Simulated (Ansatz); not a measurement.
Results of the Gaussian-basis code of Ansatz.

`F[Si]1([SeH])CO1` at its PBE0-D4/def2-TZVP geometry, where that method's forces vanish. The species carries charge 0 and has multiplicity 1.

```tsv
atom	x (Å)	y (Å)	z (Å)
F1	-1.2186	0.5415	1.4100
Si2	-0.1362	-0.0510	0.4155
Se3	-0.0955	-2.2766	0.6321
C4	0.4751	0.9276	-0.9521
O5	1.3143	0.6798	0.2846
H6	-1.4834	-2.2947	1.1139
H7	0.2201	1.9793	-1.0621
H8	0.9242	0.4940	-1.8419
```

Question: For each bond, give half the difference of the two atoms' forces along it (eV/Å; positive pushes the atoms apart) under PBE-D4, r2SCAN-D4, B3LYP-D4, ωB97M-V in def2-TZVPP. (Estimate.)

Answer: The calculation gave: 
| bond | length (Å) | PBE-D4 | r2SCAN-D4 | B3LYP-D4 | ωB97M-V |
| --- | --- | --- | --- | --- | --- |
| F1–Si2 | 1.585 | 0.42 | 0.03 | 0.13 | 0.12 |
| Si2–Se3 | 2.237 | -0.06 | -0.02 | 0.09 | -0.07 |
| Si2–C4 | 1.789 | 0.23 | 0.13 | 0.16 | 0.08 |
| Si2–O5 | 1.629 | 0.60 | 0.18 | 0.10 | 0.00 |
| Se3–H6 | 1.469 | 0.27 | -0.01 | 0.04 | -0.11 |
| C4–O5 | 1.515 | 0.56 | 0.42 | 0.42 | 0.22 |
| C4–H7 | 1.088 | 0.03 | -0.08 | -0.15 | -0.12 |
| C4–H8 | 1.087 | 0.03 | -0.08 | -0.15 | -0.11 |

B3LYP here is the variant with VWN-RPA as its local correlation; programs differ in this.
